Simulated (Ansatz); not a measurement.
# Redistribution: CH2ClI + C4H9F → CH2FI + C4H9Cl

Species: CH2ClI (chloroiodomethane) `ClCI`, singlet; C4H9F (1-fluorobutane) `CCCCF`, singlet; CH2FI `FCI`, singlet; C4H9Cl (1-chlorobutane) `CCCCCl`, singlet. The partners trade Cl for F; both sit on C, so the bond types are kept.

Shapes, held fixed at every level: PBE0-D4/def2-TZVP. Flexible molecules stand in one conformer, not always the lowest. Programs: Ansatz 0.2.0. The zero-point and thermal change to 298 K, harmonic and unscaled (PBE0-D4/def2-TZVP), is +0.4 kJ/mol.

```csv
level,kind,ΔH(298 K) (kJ/mol),less CCSD(T)/def2-TZVPP
HF/def2-TZVPP,Hartree–Fock,-1.3,+1.1
B3LYP-D4/def2-TZVPP,global hybrid,-3.9,-1.5
wB97M-V/def2-TZVPP,range-separated hybrid,-3.2,-0.8
MP2/def2-SVP,perturbation theory,-1.9,+0.5
CCSD(T)/def2-SVP,coupled cluster or CI,-2.5,-0.1
CCSD/def2-SVP,coupled cluster or CI,-1.7,+0.7
CCSD/def2-TZVPP,coupled cluster or CI,-1.6,+0.8
CCSD(T)/def2-TZVPP,coupled cluster or CI,-2.4,0.0
```

The highest level, CCSD(T)/def2-TZVPP, gives ΔH(298 K) = -2.4 kJ/mol; the levels span -3.9 to -1.3. That is about zero within the method's error. The column of differences is taken from that level and isn't an error. No measured value is set beside it here. For atoms past krypton def2 sets carry core potentials with scalar relativity. Outer-core shells of I are correlated, in sets that cover them unevenly.
